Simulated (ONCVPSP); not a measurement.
## Potentials for vanadium compared

Generated with ld1.x 7.5 (TM, RRKJ, ultrasoft, PAW), atompaw 4.2 or ONCVPSP 4.0.1. The cutoff is in Ry: for ld1.x and atompaw files where the sum of valence levels is converged to 10 mRy in a Bessel basis, for ONCV files where the hardest occupied wave has 1 mHa per electron of residual kinetic energy. The error is the largest all-electron minus pseudo excitation energy over each file’s own four to seven test configurations (ionisations up to +4, promotions, holes and added fractions of an electron), all of which were solved. The labels leave out finer settings (local radius, basis sizes, second energies), which also bear on the numbers. Spin-polarised tests are not counted. The rows are a selection from randomly drawn settings: files with unsolved tests, undetermined cutoffs or missed reference levels are left out.

A true bound ghost makes a file unfit for plane-wave use even where its test errors are small: the radial tests pick states by their node count and pass the ghost by.

```tsv
potential	cutoff (Ry)	largest error (meV)	bound ghosts
ONCV, PBEsol, scalar-relativistic, rc 2.70/1.40/1.10 (spd), local smoothed, core correction no, reference 3p6 3d3 4s1.5, qcut 3.1/9.5/9.4, projectors 2/2/2	238	+351	none
ONCV, PBEsol, scalar-relativistic, rc 1.70/1.10/1.40 (spd), local smoothed, core correction no, reference 3s2 3p6 3d3 4s1, qcut 4.6/7.1/13.5, projectors 2/2/1	111	+22	none
ONCV, LDA (Perdew-Wang 92), scalar-relativistic, rc 2.50/0.90/1.40 (spd), local smoothed, core correction yes, reference 3p6 3d3 4s2, qcut 2.7/8.9/13.4, projectors 2/2/2	110	+101	s
ONCV, LDA (Perdew-Wang 92), scalar-relativistic, rc 2.95/1.05/2.25 (spd), local smoothed, core correction yes, reference 3p6 3d3 4s2, qcut 2.4/6.8/7.7, projectors 2/2/2	44	+178	none
```

Problem. Fill in the row for V: ONCV, PBE, scalar-relativistic, rc 1.85/1.45/1.70 (spd), local smoothed, core correction no, reference 3s2 3p6 3d3 4s2, qcut 6.6/11.4/10.2, projectors 2/2/2.

Solution. cutoff 71 Ry, largest error +40 meV, bound ghosts: none.

Problem. Fill in the row for V: ONCV, PBE, scalar-relativistic, rc 2.90/3.45/1.20 (spd), local smoothed, core correction yes, reference 3d3 4s1.5 4p0.5, qcut 2.7/2.5/14.8, projectors 2/2/2.

Solution. cutoff 136 Ry, largest error -12 meV, bound ghosts: s.

Problem. Fill in the row for V: ONCV, LDA (Perdew-Wang 92), scalar-relativistic, rc 1.70/1.95/1.50 (spd), local smoothed, core correction no, reference 3s2 3p6 3d3 4s1 4p1, qcut 9.1/8.4/12.6, projectors 2/2/2.

Solution. cutoff 98 Ry, largest error -0.3 meV, bound ghosts: none.
